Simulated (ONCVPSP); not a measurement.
# An all-electron radial function and its pseudo partner (rhodium (Rh))

Columns: radius, all-electron u(r) and pseudo u(r) of the 4p shell (level -51.00 eV) of rhodium in the configuration [Ar] 3d10 4s2 4p6 4d8 5s0.75 5p0.25; LDA (Perdew-Zunger), scalar-relativistic, ONCV scheme, ONCVPSP 4.0.1.

| r (bohr) | all-electron | pseudo |
| --- | --- | --- |
| 0.095 | 0.3310 | 0.0302 |
| 0.190 | -0.2981 | 0.1166 |
| 0.285 | -0.5912 | 0.2480 |
| 0.380 | -0.3961 | 0.4079 |
| 0.475 | 0.0117 | 0.5770 |
| 0.570 | 0.4257 | 0.7365 |
| 0.665 | 0.7498 | 0.8706 |
| 0.760 | 0.9607 | 0.9686 |
| 0.855 | 1.0682 | 1.0251 |
| 0.950 | 1.0956 | 1.0405 |
| 1.045 | 1.0670 | 1.0193 |
| 1.140 | 1.0030 | 0.9691 |
| 1.235 | 0.9195 | 0.8986 |
| 1.330 | 0.8274 | 0.8161 |
| 1.425 | 0.7342 | 0.7289 |
| 1.520 | 0.6446 | 0.6424 |
| 1.615 | 0.5613 | 0.5605 |
| 1.710 | 0.4855 | 0.4853 |
| 1.805 | 0.4177 | 0.4176 |
| 1.900 | 0.3579 | 0.3578 |
| 1.995 | 0.3055 | 0.3054 |
| 2.090 | 0.2600 | 0.2600 |
| 2.185 | 0.2208 | 0.2208 |
| 2.280 | 0.1871 | 0.1871 |
| 2.375 | 0.1583 | 0.1582 |
| 2.470 | 0.1337 | 0.1336 |

Question: How many radial nodes do the two functions have?

Answer: The all-electron 4p function has n − l − 1 = 2; the pseudo-wave has 0, since the states of the same l below it are removed with the core.

Question: At about which radius was the pseudo-wave matched?

Answer: 1.90 bohr. The columns agree to 0.0005 from 1.71 bohr on; several derivatives are matched, so the curves merge somewhat inside the radius.

Question: Is the pseudo-wave norm-conserving?

Answer: Yes: the ONCV scheme keeps the norm inside the radius equal to the all-electron one, which fixes the energy derivative of the logarithmic derivative at the level.
